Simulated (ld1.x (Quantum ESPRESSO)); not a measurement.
# Before and after: TM potential for oxygen (O)

```
Element                 : oxygen
Generator               : ld1.x (Quantum ESPRESSO) 7.5
Type                    : norm-conserving Troullier–Martins (Kleinman–Bylander form)
Functional              : PBE
Relativity              : scalar-relativistic
Frozen core             : [He]
Valence charge          : 6
Reference configuration : 2s2 2p4
Partial waves           : 2s (bound): rc 0.85 bohr; 3d channel at -0.05 Ry: rc 2.10 bohr; 2p (bound): rc 2.10 bohr
Local potential         : the p channel
Core correction         : a·sin(br)/r model core inside 0.65 bohr
```

All-electron outer shells of the reference configuration (PBE, scalar-relativistic, ld1.x):

```tsv
shell	level (eV)	outermost node (bohr)	outermost maximum (bohr)
1s	-514.70	–	0.13
2s	-23.96	0.28	0.87
2p	-9.03	–	0.82
```

Change: reference 2s2 2p2.5.

Cutoffs: the cutoffs (Ry, on a coarse ladder) from which the occupation-weighted sum of valence levels, in a spherical-Bessel basis at the reference potential, stays within 10 and 1 mRy of its value at 400 Ry; they do not see the model core or the augmentation charge, which bear on the density cutoff. Errors are all-electron minus pseudo energies relative to the spin-unpolarised reference configuration.

Task: What does the change do?

Result: The potential gets neither clearly harder nor softer (80 Ry and 180 Ry → 80 Ry and 180 Ry); the range in which the s phases agree narrows (upper end 0.4 → -1.3); the range in which the p phases agree narrows (upper end 0.6 → -1.0); neither file shows a bound ghost.

```tsv
quantity	base	changed
cutoff, loose	80 Ry	80 Ry
cutoff, tight	180 Ry	180 Ry
loose cutoff by channel (10 mRy a level)	s 60 Ry, p 30 Ry	s 70 Ry, p 35 Ry
bound ghosts	none	none
largest error over its own tests, meV	+2438	+1084
s: phases at 2.29 bohr within 0.05 rad from the reference energy up to (Ry; the scan ends near 5)	0.4	-1.3
p: phases at 2.29 bohr within 0.05 rad from the reference energy up to (Ry; the scan ends near 5)	0.6	-1.0
d: phases at 2.29 bohr within 0.05 rad from the reference energy up to (Ry; the scan ends near 5)	4.2	2.3
```
